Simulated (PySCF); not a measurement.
A mixed set of molecules.

All values: PBE0/def2-SVPD (PySCF) at GFN2-xTB geometries, gas phase, one conformer each. Core orbitals are frozen in the response; Δα² is half the sum of the squared differences of the principal polarisabilities.

**Question.** Rank by polarisability anisotropy Δα, lowest first.
A. `CN1N=CC(F)=N1`
B. `[O:1]=[C:2]1[CH2:3][C@@H:4]([Cl:5])[CH2:6][CH2:7][O:8]1` with O1–C2–C3–C4 -132°, C2–C3–C4–Cl5 -154°, C3–C4–C6–C7 -19°, C4–C6–C7–O8 62°
C. `C#Cc1scnn1`
D. `[NH2:1][C@@H:2]1[CH2:3][CH:4]=[C:5]1[C:6]([F:7])([F:8])[F:9]` with H–N1–C2–C3 50° and -73°
E. `[CH3:1][C:2](=[O:3])[c:4]1[cH:5][c:6]([F:7])[cH:8][n:9][n:10]1` with C1–C2–C4–C5 180°

**Answer.** D (2.73 Å³), B (3.67 Å³), A (4.40 Å³), E (8.03 Å³), C (9.20 Å³).

**Question.** Rank by HOMO–LUMO gap, highest first.
A. `O=C1C[C@@H](Cl)CCO1`
B. `C#Cc1nncs1`
C. `N[C@@H]1CC=C1C(F)(F)F`
D. `CC(=O)C1=NN=CC(F)=C1`
E. `n1cc(F)nn1C`
F. `O([C@H]1[C@H](C1)C(=O)Cl)C`

**Answer.** A (7.54 eV), E (7.29 eV), F (6.83 eV), C (6.42 eV), B (5.67 eV), D (4.76 eV).

All values together:

| SMILES | formula | μ (D) | HOMO (eV) | LUMO (eV) | α (Å³) | Δα (Å³) | electrons | α per electron (Å³) |
| --- | --- | --- | --- | --- | --- | --- | --- | --- |
| N[C@@H]1CC=C1C(F)(F)F | C5H6F3N | 4.02 | -7.17 | -0.75 | 10.05 | 2.73 | 70 | 0.144 |
| O=C1C[C@@H](Cl)CCO1 | C5H7ClO2 | 3.28 | -8.04 | -0.50 | 11.34 | 3.67 | 70 | 0.162 |
| Cn1ncc(F)n1 | C3H4FN3 | 1.97 | -7.70 | -0.41 | 8.14 | 4.40 | 52 | 0.157 |
| CO[C@@H]1C[C@@H]1C(=O)Cl | C5H7ClO2 | 4.37 | -7.90 | -1.07 | 11.98 | 4.46 | 70 | 0.171 |
| CC(=O)c1cc(F)cnn1 | C6H5FN2O | 1.06 | -7.30 | -2.54 | 12.55 | 8.03 | 72 | 0.174 |
| C#Cc1nncs1 | C4H2N2S | 3.20 | -7.77 | -2.10 | 11.52 | 9.20 | 56 | 0.206 |

Conformers: `[NH2:1][C@@H:2]1[CH2:3][CH:4]=[C:5]1[C:6]([F:7])([F:8])[F:9]` with H–N1–C2–C3 50° and -73°; `[O:1]=[C:2]1[CH2:3][C@@H:4]([Cl:5])[CH2:6][CH2:7][O:8]1` with O1–C2–C3–C4 -132°, C2–C3–C4–Cl5 -154°, C3–C4–C6–C7 -19°, C4–C6–C7–O8 62°; `[CH3:1][O:2][C@@H:3]1[CH2:4][C@@H:5]1[C:6](=[O:7])[Cl:8]` with C1–O2–C3–C4 -82°, C4–C5–C6–O7 -13°; `[CH3:1][C:2](=[O:3])[c:4]1[cH:5][c:6]([F:7])[cH:8][n:9][n:10]1` with C1–C2–C4–C5 180°.

**Question.** How closely does the mean polarisability follow the number of electrons in this set?

**Answer.** The correlation coefficient is 0.65; α per electron runs from 0.144 to 0.206 Å³.
